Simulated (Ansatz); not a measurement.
Basis-set series for `C[O][W]([NH2])(=[S])=[S]`. Total charge 0; spin multiplicity 1. W: def2 effective core potential. The structure was optimised at the PBE0-D4/def2-TZVP level. It is one conformer, not always the lowest.

```json
{"functional": "PBE0-D4", "basis": "def2-TZVPP", "functions": "303", "energy (Eh)": "-1034.38477", "HOMO (eV)": "-6.94", "LUMO (eV)": "-2.29"}
{"functional": "PBE0-D4", "basis": "def2-QZVPP", "functions": "542", "energy (Eh)": "-1034.41952", "HOMO (eV)": "-6.96", "LUMO (eV)": "-2.33"}
{"functional": "ωB97M-V", "basis": "def2-TZVPP", "functions": "303", "energy (Eh)": "-1034.64325", "HOMO (eV)": "-8.91", "LUMO (eV)": "-0.33"}
{"functional": "ωB97M-V", "basis": "def2-QZVPP", "functions": "542", "energy (Eh)": "-1034.67634", "HOMO (eV)": "-8.95", "LUMO (eV)": "-0.39"}
```

(1) Give the rows for def2-SVP. (An estimate is asked.)

Results:

(1) Ansatz gave: 
```json
{"functional": "PBE0-D4", "basis": "def2-SVP", "functions": "135", "energy (Eh)": "-1033.88750", "HOMO (eV)": "-6.93", "LUMO (eV)": "-2.27"}
{"functional": "ωB97M-V", "basis": "def2-SVP", "functions": "135", "energy (Eh)": "-1034.14023", "HOMO (eV)": "-8.88", "LUMO (eV)": "-0.26"}
```
